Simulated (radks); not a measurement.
Question: Coherent X-ray form factor from a spherical all-electron density. All-electron calculation, scalar-relativistic Kohn-Sham, exchange-only r2SCAN, spin-unpolarised, spherical densities, finite nucleus; meta-GGA in the generalised Kohn-Sham scheme; Fermi nuclear charge, rms radius of each element as measured or else 0.836 A^(1/3) + 0.57 fm. Program: a radial shooting solver on a logarithmic mesh with Libxc functionals.

sin(theta)/lambda (1/angstrom)  f0 (electrons)
0.05                                    39.587
0.1                                     38.412
0.15                                    36.642
0.2                                     34.501
0.25                                    32.208
0.3                                     29.944
0.4                                     25.927
0.5                                     22.802
0.6                                     20.428
0.8                                     16.886
1                                       13.942
1.25                                    10.810
1.5                                      8.506
2                                        6.092

The species is in the configuration that NIST lists as its ground one. Which atom or ion scatters so?

Answer: The ruthenium ion Ru4+, [Kr] 4d4. Extrapolating in s^2 from the first two rows gives f0(0) = 40.0, near the electron count 40; among species with that count, the fall with angle is slower the higher Z, and the table is that of Z = 44; from so few rows the species is fixed only to a neighbour or two.
